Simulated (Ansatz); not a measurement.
One change: `C[CH2][SnH]([F])[Cl]` becomes `[F][SnH]([Cl])[GeH3]`.

Ansatz, PBE0-D4/def2-TZVP geometries, multiplicity 1. Each molecule was computed in one conformer, which needn't be the lowest.

Elements past krypton have def2 core potentials. Scalar relativity is left out up to krypton.

```tsv
property	`C[CH2][SnH]([F])[Cl]`
LUMO energy (PBE0/def2-TZVPP) / eV	-0.78
LUMO energy (B3LYP/def2-TZVPP) / eV	-1.11
HOMO energy (B3LYP/def2-TZVPP) / eV	-8.23
LUMO energy (ωB97M-V/def2-TZVPP) / eV	1.15
HOMO–LUMO gap (PBE0/def2-TZVPP) / eV	7.67
size of the dipole moment (ωB97M-V/def2-TZVPP) / D	3.78
```

Give the same properties after the change, and the shifts. (Estimate.)

The calculation gave: 
```json
{"property": "LUMO energy (PBE0/def2-TZVPP) / eV", "`[F][SnH]([Cl])[GeH3]`": "-1.29", "shift": "-0.51"}
{"property": "LUMO energy (B3LYP/def2-TZVPP) / eV", "`[F][SnH]([Cl])[GeH3]`": "-1.61", "shift": "-0.50"}
{"property": "HOMO energy (B3LYP/def2-TZVPP) / eV", "`[F][SnH]([Cl])[GeH3]`": "-8.16", "shift": "0.07"}
{"property": "LUMO energy (ωB97M-V/def2-TZVPP) / eV", "`[F][SnH]([Cl])[GeH3]`": "0.56", "shift": "-0.59"}
{"property": "HOMO–LUMO gap (PBE0/def2-TZVPP) / eV", "`[F][SnH]([Cl])[GeH3]`": "7.09", "shift": "-0.58"}
{"property": "size of the dipole moment (ωB97M-V/def2-TZVPP) / D", "`[F][SnH]([Cl])[GeH3]`": "3.79", "shift": "0.01"}
```

With PBE0 the HOMO rises by 0.07 eV and the LUMO falls by 0.51 eV, so the gap narrows by about 0.58 eV. PBE moves the HOMO by 0.00 eV and ωB97M-V by 0.19 eV. Dipoles are sizes alone; their direction can turn.

B3LYP here is the variant with VWN-RPA as its local correlation; programs differ in this.
